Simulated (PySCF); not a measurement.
# O²⁺ (oxygen, charge +2) across methods

[He] 2s2 2p2, high-spin 3P determinant. All numbers are calculated (PySCF 2.14, no relativity, point nucleus, in aug-cc-pwCVQZ).

```
   method  E (hartree)  mean ε 2s α (eV)  mean ε 2s β (eV)  mean ε 2p α (eV)  Σ⟨r²⟩ (bohr²)   ⟨S²⟩
      LDA     -72.7075           -59.491           -55.225           -44.990          5.104  2.001
     PBE0     -73.2151           -63.197           -57.537           -47.897          5.060  2.002
BHandHLYP     -73.2835           -66.422           -59.670           -50.694          5.054  2.003
     TPSS     -73.2967           -60.515           -55.659           -45.460          5.058  2.002
      UHF    -73.10522           -72.750           -62.345           -55.793          5.044  2.005
   revPBE     -73.2674           -59.791           -55.403           -45.041          5.074  2.002
   r2SCAN     -73.2540           -61.187           -55.670           -46.127          5.048  2.003
```

(1) Estimate the same row for PBE.

Results:

(1) E (hartree) = -73.2005; mean ε 2s α (eV) = -59.758; mean ε 2s β (eV) = -55.389; mean ε 2p α (eV) = -45.062; Σ⟨r²⟩ (bohr²) = 5.079; ⟨S²⟩ = 2.001.
